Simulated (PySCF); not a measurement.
A structure optimised at PBE-D3(BJ)/def2-SVP, used in a PySCF frequency run:

```xyz
8

C     -1.1230    -1.5569     0.0000
C     -0.0141    -0.7910     0.0000
F      1.2109    -1.3649     0.0000
B     -0.0269     0.7741     0.0000
F      1.0972     1.4790     0.0000
F     -1.1824     1.4357     0.0000
H     -2.1106    -1.0753     0.0000
H     -1.0638    -2.6562     0.0000
```
Charge 0, spin multiplicity 1.

### Question
Write its SMILES, formula and point group.

### Answer
C=C(F)B(F)F, C2H2BF3, Cs

### Question
What are its rotational constants (standard atomic weights)?

### Answer
5.2004, 3.0111, 1.9070 GHz
